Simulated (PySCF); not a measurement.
HO4S, SMILES [O]S(=O)(=O)O, multiplicity 2.

Geometry optimised at r2SCAN-D4/def2-SVP. The isomer is the one that the SMILES or the coordinates give; other isomers of the formula were not compared. The values are those of a single conformer.

Level of theory: r2SCAN-D4/def2-SVP (PySCF 2.14.0).

Frequencies are harmonic and unscaled.

| mode | ν (cm⁻¹) | IR (km/mol) | moving atoms (share of kinetic energy) |
|---|---|---|---|
| 1 | 220 | 42.6 | H 50 %, O 48 % |
| 2 | 248 | 1.4 | O 85 %, S 15 % |
| 3 | 366 | 28.3 | O 45 %, H 33 %, S 22 % |
| 4 | 405 | 32.8 | O 70 %, S 19 %, H 11 % |
| 5 | 418 | 12.2 | O 76 %, S 14 %, H 11 % |
| 6 | 512 | 35.1 | O 80 %, S 19 % |
| 7 | 820 | 146.5 | O 76 %, S 24 % |
| 8 | 874 | 18.0 | O 76 %, S 24 % |
| 9 | 1040 | 138.2 | O 73 %, S 27 % |
| 10 | 1130 | 95.1 | H 82 %, O 18 % |
| 11 | 1238 | 28.9 | O 58 %, S 36 % |
| 12 | 3749 | 152.9 | H 94 % |
